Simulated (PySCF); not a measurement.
**How methods differ on the ionisation energy of Mn**

Mn [Ar] 3d5 4s2 (6S) → Mn⁺ [Ar] 3d5 4s1 (7S), as a difference of total energies. All numbers are calculated (PySCF 2.14, the spin-free X2C one-electron Hamiltonian (Gaussian nucleus), in Sapporo-DKH3-DZP-2012 (6s5p3d1f, 43 functions)). Correlated levels: valence: [Ar] frozen. The calculations carry no spin-orbit coupling.

Q: Order these methods by the ionisation energy they give, lowest first.
A. B3LYP
B. SCS-MP2 (valence)
C. r2SCAN
D. UHF

A: D (6.051 eV), C (7.004 eV), B (7.127 eV), A (7.645 eV).

Errors of the correlated levels include the incompleteness of this basis and the frozen core.

MP2 underrates the near-degeneracy of ns² with np² in the lower species.

For comparison: 7.434 eV (measured; NIST Atomic Spectra Database, ionization energies).
